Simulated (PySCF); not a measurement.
Cl4Ge.

```xyz
5

Cl    -1.2218    -1.2218    -1.2218
Ge     0.0000     0.0000     0.0000
Cl     1.2218    -1.2218     1.2218
Cl     1.2218     1.2218    -1.2218
Cl    -1.2218     1.2218     1.2218
```
Charge 0, spin multiplicity 1.

Geometry optimised at ωB97X-D3(BJ)/def2-SVP. The isomer is the one that the SMILES or the coordinates give; other isomers of the formula were not compared.

Calculation: PySCF with PBE0/pcSseg-1. Non-relativistic, no solvent.

Question: Give the absolute GIAO shielding of each atom: isotropic value and principal components (ppm). (An estimate is asked for; the answer gives what the named calculation found.)

Answer: 
```
atom  σ(iso)     σ11     σ22     σ33   span
----  ------  ------  ------  ------  -----
Cl1    716.2   588.7   588.7   971.2  382.5
Ge2   1180.3  1180.3  1180.3  1180.3    0.0
Cl3    716.2   588.7   588.7   971.2  382.5
Cl4    716.2   588.7   588.7   971.2  382.5
Cl5    716.2   588.7   588.7   971.2  382.5
```
